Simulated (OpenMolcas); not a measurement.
**Ru4+: moving the ligands**

Ru4+ with 4 ligands (water) in square-planar coordination (D2h) at 1.85 Å. Ligand basis ANO-RCC-VDZP.
```
Ru    0.0000    0.0000    0.0000
O     1.8500    0.0000    0.0000
H     2.4270    0.7797    0.0000
H     2.4270   -0.7797    0.0000
O     0.0000    1.8500    0.0000
H     0.0000    2.4270    0.7797
H     0.0000    2.4270   -0.7797
O    -1.8500    0.0000    0.0000
H    -2.4270    0.7797    0.0000
H    -2.4270   -0.7797    0.0000
O     0.0000   -1.8500    0.0000
H     0.0000   -2.4270    0.7797
H     0.0000   -2.4270   -0.7797
```

| Property | Result |
| --- | --- |
| Program | OpenMolcas |
| Method | CASSCF |
| Basis | ANO-RCC-VTZP [7s6p4d2f1g] |
| Scalar Hamiltonian | DKH2, point nucleus |
| Active space | 4 electrons in 5 orbitals (4d) |
| State averaging | 2S+1 = 5 even, 5 roots; 2S+1 = 3 even, 45 roots; 2S+1 = 1 even, 50 roots |
| Spin-orbit coupling | RASSI with atomic mean-field integrals over the reference wave functions |

Runs around this geometry, states. Energies in cm-1 above the lowest state or level, χT in cm3 K/mol.

| R (Å) | Ground state | First state of that spin | First gap with spin-orbit (degeneracies) | χT at 300 K | First state of another spin |
| --- | --- | --- | --- | --- | --- |
| 1.79 | 2S+1 = 5 | 49407 | 3.8 (1, 1) | 2.940 | 2S+1 = 3: 12921 |
| 1.85 | 2S+1 = 5 | 43037 | 3.7 (1, 1) | 2.933 | 2S+1 = 3: 13486 |
| 1.9 | 2S+1 = 5 | 38485 | 3.7 (1, 1) | 2.926 | 2S+1 = 3: 13966 |

Without dynamic correlation the repulsion within the d shell is too large (B by tens of per cent), so at a given field states of lower spin stand too high. This shell can be high or low spin here, a state of another spin lies low, and with metal d orbitals alone active their balance is uncertain, so the ground spin may be wrong. With metal d orbitals alone the field can be off either way by tens of per cent. Ligand-to-metal charge-transfer states are missing. With no ligand orbital active B as a rule stays too high, so bands that hang on it stand too high and its fall with covalency is understated. The least metal-like active orbital is 70 % on the metal (Löwdin) and no ligand orbital is active, so the numbers are rough (holds for R = 1.79). The least metal-like active orbital is 71 % on the metal (Löwdin) and no ligand orbital is active, so the numbers are rough (holds for R = 1.85). The least metal-like active orbital is 72 % on the metal (Löwdin) and no ligand orbital is active, so the numbers are rough (holds for R = 1.9). No measured value stands beside these numbers; the geometry was imposed, not optimised, and the real ion may take another.

A state without a sure symmetry label is named by its multiplicity alone.
